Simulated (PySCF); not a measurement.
## K (potassium, neutral) across methods

[Ar] 4p1, 2P determinant (an excited configuration). Computed with PySCF 2.14 in dyall-av3z, with scalar relativity by spin-free X2C-1e.

```csv
method,E (hartree),mean ε 3p α (eV),mean ε 3p β (eV),mean ε 4p α (eV),Σ⟨r²⟩ (bohr²),⟨S²⟩
LC-wPBE,-602.045,-25.360,-25.335,-2.850,72.49,0.750
CAM-B3LYP,-602.208,-23.712,-23.683,-2.357,70.12,0.750
LDA,-600.438,-20.203,-20.173,-1.603,67.83,0.750
BP86,-602.252,-20.208,-20.184,-1.717,67.38,0.750
UHF,-601.41216,-27.438,-27.391,-2.604,77.26,0.750
PBE,-601.977,-20.120,-20.088,-1.652,67.63,0.750
PBE0,-602.016,-22.215,-22.180,-1.960,69.05,0.750
```

Task: Estimate the same row for r2SCAN.

Result: E (hartree) = -602.147; mean ε 3p α (eV) = -20.786; mean ε 3p β (eV) = -20.767; mean ε 4p α (eV) = -1.605; Σ⟨r²⟩ (bohr²) = 68.75; ⟨S²⟩ = 0.750.
